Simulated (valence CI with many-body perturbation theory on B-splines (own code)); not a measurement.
**From CI to CI+MBPT in Tc3+**

Calculated by relativistic CI+MBPT: four valence electrons over a frozen Dirac-Fock core [Kr], a basis of 9 s, 9 p, 10 d, 8 f, 5 g, 3 h, 1 i functions for each j, with the one-electron correlation potential Σ1 (screened to all orders), the two-electron term Σ2, the three-electron term Σ3, Breit, model QED; selected single and double excitations, second order for the rest, scaled by the run's own slope (own B-spline code, finite nucleus).

No measured levels were compared; by estimate terms of the open shell hold to 2 to 4 % of their energy, and close levels can change places; different configurations can be misplaced against each other by 1,000 to 8,000 cm⁻¹. Core correlation moves these levels by up to 14000 cm⁻¹, and in measured spectra 5 to 20 % of such shifts remained as error; rates that hang on mixing are uncertain with them. Among the levels kept, up to 380 cm⁻¹ of a level comes from second order outside the variational space, and about a tenth of that is noise between levels of different J, which matters for small intervals. Only levels of the ground parity were solved; by the run's estimate the other parity begins above the list, which can be wrong where configurations are misplaced.

Each rung adds one term. CI alone is the Dirac-Coulomb CI over the frozen core; QED comes last and gives the full result, which names the levels. Energies are above 4d⁴ ⁵D_0 on the same rung, in eV. A blank means that the level has no clear partner on that rung.

Names give the largest LS component (configuration and term), which can be under half, so a name can repeat, a term be missing and a line seem to break the LS rules; names also repeat where a configuration has a term twice. Letters in brackets count levels of one name in rising energy.

| Level | CI alone |
| --- | --- |
| 4d⁴ ⁵D_1 | 0.0393 |
| 4d⁴ ⁵D_2 | 0.1066 |
| 4d⁴ ⁵D_3 | 0.1928 |
| 4d⁴ ⁵D_4 | 0.2921 |
| 4d⁴ ³P_0 [a] | 1.568 |
| 4d⁴ ³H_4 | 1.946 |
| 4d⁴ ³H_5 | 2.049 |
| 4d⁴ ³H_6 | 2.133 |
| 4d⁴ ³P_1 [a] | 1.763 |
| 4d⁴ ³F_3 [a] | 2.075 |
| 4d⁴ ³F_2 [a] | 2.058 |
| 4d⁴ ³F_4 [a] | 2.136 |
| 4d⁴ ³G_3 | 2.432 |
| 4d⁴ ³G_4 | 2.499 |
| 4d⁴ ³G_5 | 2.577 |
| 4d⁴ ¹I_6 | 3.083 |

Task: What do these energies become with core correlation, Breit and QED?

Result: 4d⁴ ⁵D_1 0.0440 (+0.0047); 4d⁴ ⁵D_2 0.1195 (+0.0130); 4d⁴ ⁵D_3 0.2163 (+0.0235); 4d⁴ ⁵D_4 0.3276 (+0.0355); 4d⁴ ³P_0 [a] 1.822 (+0.2536); 4d⁴ ³H_4 1.836 (-0.1102); 4d⁴ ³H_5 1.939 (-0.1105); 4d⁴ ³H_6 2.027 (-0.1060); 4d⁴ ³P_1 [a] 2.046 (+0.2833); 4d⁴ ³F_3 [a] 2.140 (+0.0645); 4d⁴ ³F_2 [a] 2.170 (+0.1120); 4d⁴ ³F_4 [a] 2.203 (+0.0670); 4d⁴ ³G_3 2.424 (-0.0077); 4d⁴ ³G_4 2.473 (-0.0257); 4d⁴ ³G_5 2.539 (-0.0386); 4d⁴ ¹I_6 2.897 (-0.1860).

Task: How does the ionisation energy move along the ladder, and which term matters most?

Result: CI alone 40.216, + Σ1 41.496, + Σ2 42.370, + Σ3 42.352, + Breit 42.362, + QED 42.365 eV. The largest step is Σ1, 1.281 eV. NIST lists 41 ± 1.7 eV (theoretical).
